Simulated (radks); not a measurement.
Question: Valence configurations of P2+ (all share [Ne]). Method: scalar-relativistic Kohn-Sham, PBE, spin-polarised, spherical densities, finite nucleus; open shells are filled with parallel spins first; Fermi nuclear charge, rms radius 3.1889 fm; computed with a radial shooting solver on a logarithmic mesh with Libxc functionals. Order these by energy: 3s1 3p2; 3p3; 3s2 3p1; 3s1.5 3p1.5; 3s0.5 3p2.5.

Answer: From the lowest, in eV above it: 3s2 3p1 0.000; 3s1.5 3p1.5 3.786; 3s1 3p2 6.888; 3s0.5 3p2.5 11.829; 3p3 16.776. NIST lists [Ne] 3s2 3p1 as the ground configuration; this level of theory agrees among the configurations tried. The energies are those of spherical high-spin densities, not of single terms.
